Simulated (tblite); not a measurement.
Species: C4H13NSi3.
Z-matrix (Å and degrees, GFN2-xTB geometry), rows numbered from 1:
```
C 
C   1  1.3252
C   2  1.4987  1  121.30
Si  2  1.8956  1  122.42  3  -178.20
N   4  1.7480  2  109.49  1  -131.18
Si  5  1.7322  4  125.60  2  -112.58
C   6  1.9008  5  103.31  4   -17.24
Si  7  1.9122  6  110.85  5    19.84
H   1  1.0774  2  121.62  3   179.49
H   1  1.0806  2  122.51  3    -0.41
H   3  1.0900  2  109.96  1  -116.94
H   3  1.0894  2  109.99  1   124.93
H   3  1.0890  2  111.60  1     3.80
H   4  1.4749  2  107.49  1   -15.79
H   5  1.0068  4  117.77  2    60.56
H   6  1.4726  5  110.86  4   101.94
H   6  1.4675  5  108.53  4  -137.57
H   7  1.0889  6  108.85  5  -100.21
H   7  1.0880  6  110.27  5   144.09
H   8  1.4747  4  115.54  2     4.41
H   8  1.4720  4  116.65  2  -120.33
```

All values are computed: GFN2-xTB (tblite) harmonic vibrations without scaling, gas phase. Against measured fundamentals such values can be off by several per cent, at times by over 20. Modes of hydrogen on silicon can be 10 to 20 % off. One conformer, not necessarily the lowest.

Harmonic wavenumbers (cm⁻¹): 34.0, 37.2, 58.8, 92.8, 136.6, 144.9, 229.0, 295.2, 325.8, 360.5, 379.0, 410.4, 424.7, 461.9, 477.5, 532.6, 551.8, 554.4, 610.1, 619.9, 639.2, 672.5, 680.5, 692.8, 727.3, 779.6, 794.2, 808.5, 818.3, 903.2, 936.6, 964.4, 1002.6, 1009.9, 1039.3, 1120.7, 1164.9, 1217.2, 1397.7, 1426.1, 1468.0, 1480.2, 1487.6, 1686.1, 2124.6, 2145.3, 2166.2, 2169.9, 2219.0, 2987.0, 2995.3, 3001.9, 3010.1, 3014.8, 3058.4, 3103.9, 3474.2.

A = 1878, B = 813.8, C = 703.0 MHz; mass 159.036 u (most abundant isotopes); point group C1, symmetry number 1.

**Question.** Zero-point energy?

**Answer.** Half the sum of the wavenumbers: 33563 cm⁻¹ = 401.50 kJ/mol.

**Question.** Give the ideal-gas entropy at 500 K and 1 bar in the rigid-rotor, harmonic-oscillator model (classical rotation).

**Answer.** Translation 182.82, rotation 132.31, vibration 280.89: S = 596.0 J/(mol K).

**Question.** And Cp and H(500 K) − H(0)?

**Answer.** Cp = 290.52 J/(mol K), of which vibrations give 257.26 (their classical limit is 57 R = 473.9); H(500 K) − H(0) = 86.61 kJ/mol without the zero-point energy, 69.98 from vibrations.

**Question.** How do the functions run with temperature in this model?

**Answer.** 
| T (K) | S (J/(mol K)) | Cp (J/(mol K)) | H − H(0) (kJ/mol) | G − H(0) (kJ/mol) | ln q(vib) |
| --- | --- | --- | --- | --- | --- |
| 100 | 317.0 | 89.8 | 6.32 | -25.38 | 3.06 |
| 200 | 397.0 | 149.5 | 18.21 | -61.20 | 6.56 |
| 300 | 468.9 | 207.5 | 36.14 | -104.54 | 10.05 |
| 800 | 750.1 | 364.0 | 185.81 | -414.27 | 26.50 |
| 1000 | 834.9 | 395.8 | 261.96 | -572.97 | 32.24 |

q(vib) and H(0) count from the zero-point level.

**Question.** What must be added to the electronic energy to get the Gibbs energy at 500 K and 1 bar?

**Answer.** ZPE + [H(500 K) − H(0)] − T·S = 401.50 + 86.61 − 298.01 = 190.10 kJ/mol.

Hindered rotation and anharmonicity are outside this model. Other conformers, if any are populated, would add a mixing term that is left out. The structure is chiral; the term R ln 2 for an equal mix with its mirror image is left out.

The run took 2.0 s of wall time on one thread of an Arm Neoverse N1, shared host with 64 logical CPUs at a one-minute load of 56. This covers the Hessian and the dipole derivatives.
